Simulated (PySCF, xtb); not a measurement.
Si(H)(vinyl)(OH)(OMe) (C₃H₈O₂Si), SMILES C=C[SiH](O)OC. Other conformers were not sampled.

Harmonic wavenumbers (cm⁻¹) from xtb with GFN2-xTB at its own minimum, in rising order: 41, 88, 91, 117, 162, 219, 268, 302, 357, 499, 660, 703, 707, 769, 813, 892, 921, 1014, 1036, 1133, 1134, 1154, 1271, 1416, 1425, 1482, 1491, 1678, 2298, 2946, 2959, 2985, 3052, 3071, 3098, 3660.

**Question.** What does PySCF with PBE0-D3(BJ)/def2-SVP give at its own minimum? (An estimate is asked for; the answer gives what the named calculation found.)

**Answer.** 66, 83, 94, 144, 178, 274, 300, 352, 416, 540, 685, 761, 810, 851, 891, 914, 1002, 1006, 1049, 1171, 1180, 1224, 1270, 1416, 1473, 1476, 1478, 1688, 2258, 3013, 3092, 3137, 3138, 3171, 3235, 3920. Paired by order, the mean absolute difference is 55 cm⁻¹ and the zero-point energies are 65.6 and 68.3 kcal/mol.
